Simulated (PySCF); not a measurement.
Predicted microwave data (PBE0-D3(BJ)/def2-SVP geometry optimisation, gas phase (PySCF 2.14.0)) for one isomer of C7H16N2:

* Rotational constants: A = 1872, B = 1167, C = 961.9 MHz
* Dipole components: |μa| = 0.30 D, |μb| = 0.55 D, |μc| = 1.76 D
* Inertial defect: -177.46 u·Å²
* κ: -0.55

Question: Which structure is it? (One computed conformer of each.)
A. `[H]/[N:6]=[CH:5]/[C@@H:4]([CH2:3][CH2:2][CH3:1])[N:7]([CH3:8])[CH3:9]` with C1–C2–C3–C4 56°, C2–C3–C4–C5 177°, C3–C4–C5–N6 126°, C3–C4–N7–C8 64°
B. `[NH2:1][CH2:2][CH2:3][CH2:4][NH:5][CH:6]1[CH2:7][CH2:8][CH2:9]1` with H–N1–C2–C3 -61° and -179°, N1–C2–C3–C4 72°, C2–C3–C4–N5 -62°, C3–C4–N5–C6 -179°, C4–N5–C6–C7 -179°, N5–C6–C7–C8 140°, C6–C7–C8–C9 -19°, C7–C8–C9–C6 19°

Answer: A. It is [H]/N=C/[C@@H](CCC)N(C)C, an asymmetric top, point group C1. The candidates at the same level (rigid rotor, commonest isotopes):

| SMILES | A (MHz) | B (MHz) | C (MHz) | μa (D) | μb (D) | μc (D) | Δ (u·Å²) | point group | rotor |
| --- | --- | --- | --- | --- | --- | --- | --- | --- | --- |
| [H]/N=C/[C@@H](CCC)N(C)C | 1872 | 1167 | 961.9 | 0.30 | 0.55 | 1.76 | -177.46 | C1 | asymmetric top |
| NCCCNC1CCC1 | 3330 | 758.5 | 708.0 | 0.79 | 0.62 | 0.41 | -104.22 | C1 | near-prolate asymmetric top |

`NCCCNC1CCC1` has A 78 % too high. No structure here is proved a minimum.
